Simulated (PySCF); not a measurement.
Delta-SCF ions had no search for a lower state. Excitations are Tamm–Dancoff values on a coarser integration grid. The basis has no diffuse functions, so Rydberg states are missing or too high.

**[Al(Cl)3(CH3CN)] (charge 0, multiplicity 1)**

The numbers are results of TPSSh-D3(BJ)/def2-TZVP // PBE0-D3(BJ)/def2-SVP (PySCF), not measurements.

| Property | Value |
|---|---|
| HOMO | -7.44 eV |
| dipole moment | 2.038 e·Å |
| HOMO–LUMO gap | 5.43 eV |
| LUMO | -2.01 eV |
| S1 excitation (TDA) | 5.06 eV |
| S1 oscillator strength | 0.003 |
| T1 excitation (TDA) | 5.03 eV |
| S1–T1 gap (TDA) | 0.03 eV |
| vertical ionisation energy (Delta-SCF) | 9.81 eV |
| charge on the central atom (Mulliken) | 0.50 e |
| charge on the central atom (meta-Löwdin) | 0.80 e |
| total energy | -1756.2195 Ha |
| cost | about 20 core-minutes (a rough figure) |

Bond lengths (Å): Al1–Cl2 2.114, Al1–Cl3 2.114, Al1–Cl4 2.114, Al1–N7 1.986, C5–C6 1.443, C5–H8 1.100, C5–H9 1.100, C5–H10 1.100, C6–N7 1.150. Angles (°): Cl2–Al1–Cl3 116.5, Cl2–Al1–Cl4 116.5, Cl2–Al1–N7 100.9, Cl3–Al1–Cl4 116.5, Cl3–Al1–N7 100.9, Cl4–Al1–N7 100.9, C6–C5–H8 109.5, C6–C5–H9 109.5, C6–C5–H10 109.5, H8–C5–H9 109.4, H8–C5–H10 109.4, H9–C5–H10 109.4, C5–C6–N7 180.0, Al1–N7–C6 180.0.
